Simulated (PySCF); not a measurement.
Ligands exchanged one at a time, B CH3-SH. Isolated molecules, 0 K electronic values unless said otherwise. One relaxed conformer stands for each flexible species; it need not be the lowest. Strings in code marks are SMILES.

Level of theory: ωB97X-D3(BJ)/def2-TZVP // B3LYP-D3(BJ)/def2-TZVP in PySCF. Delta-SCF ions had no search for a lower state. Excitations are Tamm–Dancoff values on a coarser integration grid. The basis has no diffuse functions, so Rydberg states are missing or too high.

```json
[
 {"species": "0 of 3 CH3 replaced by SH (`CB(C)C`)", "HOMO (eV)": "___", "vertical ionisation energy (Delta-SCF) (eV)": "10.91", "brightest of the four lowest singlets (TDA) (eV)": "___", "S1 oscillator strength": "0.001"},
 {"species": "1 of 3 CH3 replaced by SH (`CB(C)S` (C–B–S–H torsion 2°))", "HOMO (eV)": "-10.23", "vertical ionisation energy (Delta-SCF) (eV)": "10.23", "brightest of the four lowest singlets (TDA) (eV)": "6.98", "S1 oscillator strength": "0.012"},
 {"species": "2 of 3 CH3 replaced by SH (`CB(S)S` (S–B–S–H torsion -180°, S–B–S–H torsion 180°))", "HOMO (eV)": "-9.70", "vertical ionisation energy (Delta-SCF) (eV)": "___", "brightest of the four lowest singlets (TDA) (eV)": "6.32", "S1 oscillator strength": "___"},
 {"species": "3 of 3 CH3 replaced by SH (`SB(S)S`)", "HOMO (eV)": "-9.93", "vertical ionisation energy (Delta-SCF) (eV)": "9.88", "brightest of the four lowest singlets (TDA) (eV)": "6.35", "S1 oscillator strength": "0.000"}
]
```

Task: Complete the blanks.

Result: 
- 0 of 3 CH3 replaced by SH (`CB(C)C`), HOMO (eV): -11.02
- 0 of 3 CH3 replaced by SH (`CB(C)C`), brightest of the four lowest singlets (TDA) (eV): 8.68
- 2 of 3 CH3 replaced by SH (`CB(S)S` (S–B–S–H torsion -180°, S–B–S–H torsion 180°)), vertical ionisation energy (Delta-SCF) (eV): 9.69
- 2 of 3 CH3 replaced by SH (`CB(S)S` (S–B–S–H torsion -180°, S–B–S–H torsion 180°)), S1 oscillator strength: 0.000
